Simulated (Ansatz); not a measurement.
C2H3ClHfO2, SMILES `C#[C][Hf]([OH])([OH])[Cl]`, relaxed with RKS PBE0-D4/def2-TZVP in Ansatz 0.2.0 from a GFN2-xTB geometry. The force threshold is 0.005 eV/Å; the program also tests the step.

The species carries charge 0 and has multiplicity 1. Hf takes the def2 core potential.

Start:

```xyz
9

C     1.110   -1.125    2.307
C     0.709   -0.704    1.247
Hf   -0.089    0.052   -0.643
O    -1.907   -0.403   -0.748
O    -0.038    1.916   -0.881
Cl    1.140   -0.569   -2.468
H     1.474   -1.493    3.229
H    -2.565    0.110   -0.270
H     0.166    2.217   -1.774
```

Problem. How much energy does the relaxation release, and in how many steps? (Best estimate.)

Solution. The calculation gave: 11.65 kcal/mol, in 10 steps.

Problem. Which bonds change most? (An estimate is asked.)

Solution. Computed: Hf3–Cl6 from 2.287 to 2.362 Å; Hf3–O4 from 1.877 to 1.900 Å; Hf3–O5 from 1.880 to 1.900 Å; O5–H9 from 0.964 to 0.952 Å.

Problem. Give the relaxed structure. (Estimate.)

Solution. Computed: 
```xyz
9

C     1.197   -0.991    2.239
C     0.720   -0.616    1.187
Hf   -0.110    0.030   -0.732
O    -1.981   -0.301   -0.676
O     0.283    1.880   -0.920
Cl    0.887   -1.201   -2.483
H     1.617   -1.322    3.162
H    -2.932   -0.299   -0.713
H     0.319    2.819   -1.065
```
